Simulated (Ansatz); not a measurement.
Molecule: CrH, charge 0, multiplicity 6. The spin state was set by rule; other spins were not relaxed. 
Structure (B3LYP-D3(BJ)/def2-TZVP (Ansatz, a quantum-chemistry and plane-wave program) minimum search):
SMILES: [CrH]
```xyz
2

Cr     0.0000     0.0000    -0.0665
H      0.0000     0.0000     1.5960
```
Charge 0, spin multiplicity 6.

Dipole moments at this geometry, in debye (magnitudes).

```
level               program  dipole (D)
------------------  -------  ----------
SVWN5/def2-TZVPD     Ansatz        2.70
PBE/def2-TZVPD       Ansatz        2.78
BLYP/def2-TZVPD      Ansatz        2.74
revPBE/def2-TZVPD    Ansatz        2.82
r2SCANh/def2-TZVPD   Ansatz        3.09
r2SCAN0/def2-TZVPD   Ansatz        3.33
LC-wPBE/def2-TZVPD   Ansatz        3.85
wB97M-V/def2-TZVPD   Ansatz        3.66
CCSD(T)/def2-SVPD    Ansatz        4.03
```
